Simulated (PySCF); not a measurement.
AsH4Si, SMILES [SiH2][AsH2], multiplicity 2.

Geometry optimised at B3LYP-D3(BJ)/def2-TZVP. The isomer is the one that the SMILES or the coordinates give; other isomers of the formula were not compared.

Two levels are set side by side: PBE/def2-TZVPD (PySCF) and CAM-B3LYP/def2-TZVPD (PySCF). Same geometry, gas phase. Differences are taken from unrounded values.

```csv
quantity,PBE
α-spin orbital gap (eV),4.18
β-spin orbital gap (eV),2.98
dipole moment (D),0.32
mean polarisability (bohr³),70.7
```

These are the PBE values. What does CAM-B3LYP give? (An estimate is asked for; the answer gives what the named calculation found.)


| quantity | CAM-B3LYP | PBE minus CAM-B3LYP |
|---|---|---|
| α-spin orbital gap (eV) | 8.00 | -3.82 |
| β-spin orbital gap (eV) | 7.03 | -4.05 |
| dipole moment (D) | 0.36 | -0.03 |
| mean polarisability (bohr³) | 68.3 | 2.3 |

PBE's more diffuse valence density responds more strongly to a field. Differences between two approximate levels are no errors against the true value.

Rough cost on one machine, each run with all the roots and properties that it gave: CAM-B3LYP against PBE within a factor of 2.
